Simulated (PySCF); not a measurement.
TPSSh on Fe²²⁺ (iron, charge +22)

Configuration: [He] 2s2, closed-shell 1S. Computed with PySCF 2.14 in an even-tempered Gaussian basis (19 s from 5.5 bohr⁻², ratio 2; 9 p from 8.6 bohr⁻², ratio 2.2; 6 d from 26 bohr⁻², ratio 2.2; 5 f from 39 bohr⁻², ratio 2.2; 5 g from 58 bohr⁻², ratio 2.2; 4 h from 87 bohr⁻², ratio 2.2), with the non-relativistic Hamiltonian (point nucleus).

| Quantity | Value |
| --- | --- |
| Total energy | -805.183 hartree |
| One-electron energy | -844.193 hartree |
| Hartree (Coulomb) energy | 59.935 hartree |
| Exchange-correlation energy | -20.925 hartree |
| Kinetic energy | 805.07359 hartree |
| ⟨S²⟩ | 0.0000 |
| ⟨L²⟩ | 0.000 |
| Sum of ⟨r⟩ | 0.6073 bohr |
| Sum of ⟨r²⟩ | 0.1493 bohr² |
| Density at the nucleus (Gaussians lack the cusp) | 11900 bohr⁻³ |
| Time after the integrals | 5 s of wall time on 2 threads of Neoverse-N1 (shared host) |

```json
{"shell": "1s", "electrons": "2", "mean orbital energy (hartree)": "-306.96964", "rms radius, mean of both spins (bohr)": "0.0679"}
{"shell": "2s", "electrons": "2", "mean orbital energy (hartree)": "-69.60054", "rms radius, mean of both spins (bohr)": "0.265"}
```
